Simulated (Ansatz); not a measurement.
Cost and result up the ladder for the cluster Hg4S3 (7 atoms). The state is a singlet with charge 0. Geometry: r2SCAN-D4/def2-SVP.

```xyz
7

Hg    0.158   -0.431    1.945
Hg   -2.152   -1.600    0.804
Hg    0.369   -0.159   -2.771
Hg    1.863    0.544   -0.473
S     2.630   -0.240    1.758
S    -0.839    1.458   -0.004
S    -2.030    0.428   -1.259
```

Ansatz on 4 threads of Arm Neoverse V2 on a shared host. Times are rough, and most runs start from the orbitals of an earlier one. r2SCAN0-D4/def2-TZVP serves as the yardstick here, not as an exact answer. Differences are given only for rows in sets of like size (and for xTB, whose basis is part of the method), since another set adds its own error. Binding counts from free atoms at the same level (Hg singlet, S triplet; other spins of the atoms weren't run), without zero-point energy or a counterpoise term.

In the def2 sets Hg takes a core potential; there is no spin–orbit coupling. Correlated methods freeze 15 core orbitals; core or outer-core shells of Hg are correlated, in sets that lack core-valence functions. Another isomer (singlet) lies 1.82 eV lower at PBE0-D4/def2-TZVP; other spin states weren't run for this one.

Correlated methods converge slowly with the basis.

```
                         level  functions  wall time
               PBE-D4/def2-SVP        182      3.2 s
         LDA (SPW92)/def2-TZVP        283      3.4 s
              PBE0-D4/def2-SVP        182        6 s
PBE-D4/def2-TZVP (with forces)        283      7.5 s
                  HF/def2-TZVP        283       12 s
                 MP2/def2-TZVP        283       14 s
           r2SCAN-D4/def2-TZVP        283       16 s
             PBE0-D4/def2-TZVP        283       17 s
             RPA@PBE/def2-TZVP        283       22 s
          r2SCAN0-D4/def2-TZVP        283       23 s
```

(1) Estimate what each level gives for the binding energy per atom (eV).

Results:

(1) 
```
                         level  binding energy per atom (eV)  difference from r2SCAN0-D4/def2-TZVP (eV)
               PBE-D4/def2-SVP                          1.12                                          –
         LDA (SPW92)/def2-TZVP                          1.60                                       0.59
              PBE0-D4/def2-SVP                          0.99                                          –
PBE-D4/def2-TZVP (with forces)                          1.20                                       0.19
                  HF/def2-TZVP                          0.10                                      -0.91
                 MP2/def2-TZVP                          0.94                                      -0.07
           r2SCAN-D4/def2-TZVP                          1.14                                       0.13
             PBE0-D4/def2-TZVP                          1.07                                       0.07
             RPA@PBE/def2-TZVP                          0.76                                      -0.25
          r2SCAN0-D4/def2-TZVP                          1.01                                       0.00
```
